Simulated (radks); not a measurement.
Task: All-electron calculation, scalar-relativistic Kohn-Sham, exchange-only LDA, spin-polarised, spherical densities, finite nucleus; open shells are filled with parallel spins first (spin-orbit coupling, left out, can overturn this in heavy ions); Fermi nuclear charge, rms radius of each element as measured or else 0.836 A^(1/3) + 0.57 fm. Program: a radial shooting solver on a logarithmic mesh with Libxc functionals. Response by self-consistent Sternheimer equations with the Hartree and adiabatic exchange-only LDA kernel, the relativistic mass of each level held fixed and spin-orbit coupling left out. For heavy and open-shell atoms this level of theory can miss by tens of per cent. Rank Nb6+, Nb4+, Nb+, Nb, Nb3+, Nb2+, Nb5+ (NIST ground configurations) by static dipole polarisability, largest first.

Result: Nb 95.96, Nb+ 32.08, Nb2+ 12.85, Nb3+ 6.390, Nb4+ 3.646, Nb5+ 2.292, Nb6+ 1.926 bohr^3.
